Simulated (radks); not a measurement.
All-electron atom: Mg+ in [Ne] 3s1 (the NIST ground configuration).

Calculated with a radial shooting solver on a logarithmic mesh with Libxc functionals: non-relativistic Kohn-Sham, PBE, spin-polarised, spherical densities, point nucleus; open shells are filled with parallel spins first.

Energy parts (hartree):
| part | energy |
|---|---|
| total | -199.67537 |
| kinetic | 199.33321 |
| electron-nucleus | -474.94586 |
| Hartree | 92.06868 |
| exchange-correlation | -16.13140 |

Orbitals (lengths in bohr, moments of r in powers of bohr; <r^-3> diverges for s and p1/2):
| orbital | occ. | eigenvalue (hartree) | <r> | <r^2> | <r^4> | <r^-3> |
|---|---|---|---|---|---|---|
| 1s up | 1 | -46.53693 | 0.1309 | 0.02309 | 0.001384 | - |
| 1s down | 1 | -46.53426 | 0.1309 | 0.02309 | 0.001384 | - |
| 2s up | 1 | -3.25598 | 0.6987 | 0.5879 | 0.6625 | - |
| 2s down | 1 | -3.25022 | 0.6978 | 0.5860 | 0.6561 | - |
| 2p up | 3 | -2.04698 | 0.6890 | 0.6100 | 0.8856 | 25.43 |
| 2p down | 3 | -2.04075 | 0.6869 | 0.6050 | 0.8638 | 25.51 |
| 3s up | 1 | -0.43729 | 2.772 | 8.849 | 128.0 | - |
| 3p up | 0 | -0.27588 | 3.430 | 13.66 | 313.3 | 1.234 |

The highest occupied level is 3s up at -11.899 eV. Virial ratio -V/T = 2.00172. Summed over all electrons, <r^2> = 13.71 bohr^2, which gives a Langevin (diamagnetic) susceptibility term of -10.9 x 10^-6 cm^3/mol.
